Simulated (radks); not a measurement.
Question: The mean radii <r> (bohr) of the occupied orbitals of an atom or ion are listed with their occupations. All-electron calculation, scalar-relativistic Kohn-Sham, PBE, spin-polarised, spherical densities, point nucleus. Program: a radial shooting solver on a logarithmic mesh with Libxc functionals.

| orbital | occ. | <r> |
|---|---|---|
| 1s up | 1 | 0.02037 |
| 1s down | 1 | 0.02037 |
| 2s up | 1 | 0.08646 |
| 2s down | 1 | 0.08646 |
| 2p up | 3 | 0.07672 |
| 2p down | 3 | 0.07672 |
| 3s down | 1 | 0.2253 |
| 3s up | 1 | 0.2253 |
| 3p down | 3 | 0.2245 |
| 3p up | 3 | 0.2245 |
| 3d down | 5 | 0.2038 |
| 3d up | 5 | 0.2038 |
| 4s down | 1 | 0.5081 |
| 4s up | 1 | 0.5081 |
| 4p down | 3 | 0.5391 |
| 4p up | 3 | 0.5391 |
| 4d down | 5 | 0.5838 |
| 4d up | 5 | 0.5838 |
| 5s up | 1 | 1.254 |
| 5s down | 1 | 1.252 |
| 5p up | 3 | 1.497 |
| 5p down | 3 | 1.490 |
| 4f up | 6 | 0.8299 |
| 4f down | 6 | 0.8238 |
| 6s up | 1 | 3.609 |

Name the element and its charge.

Answer: Z = 68, erbium, charge +1: Er+ in [Xe] 4f(up 6, down 6) 6s(up 1, down 0). The 1s radius gives Z: for a bare nucleus <r> = (2 gamma + 1)/(2Z) with gamma = sqrt(1 - (Z/c)^2), 0.02012 bohr for Z = 68, and screening makes it slightly larger (0.02037 here). The occupations add up to 67, and the charge is Z minus that.
